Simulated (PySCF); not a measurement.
GeH₄SSe, SMILES S[Se][GeH3].

Geometry optimised at PBE-D3(BJ)/def2-SVP. The structure was generated by enumeration, and PubChem lists no compound with its InChIKey, so it may never have been made. Other conformers were not sampled.

Two levels are set side by side: TDA-PBE/def2-SVPD (PySCF) and TDA-ωB97X/def2-SVPD (PySCF). Vertical, same geometry. The lowest singlet is HOMO→LUMO 99 % with PBE and HOMO→LUMO 93 % with the other functional; states are paired by order. Differences are taken from unrounded values.

```json
[
 {"quantity": "lowest singlet excitation (eV)", "TDA-ωB97X": "3.95", "TDA-PBE": "3.54", "TDA-PBE minus TDA-ωB97X": "-0.40"},
 {"quantity": "lowest triplet excitation (TDA) (eV)", "TDA-ωB97X": "3.28", "TDA-PBE": "2.93", "TDA-PBE minus TDA-ωB97X": "-0.35"}
]
```

Functionals without exact exchange tend to place singlet excitations lower, as here. Differences between two approximate levels are no errors against the true value.

Rough cost on one machine, each run with all the roots and properties that it gave: TDA-ωB97X against TDA-PBE about 5 times.
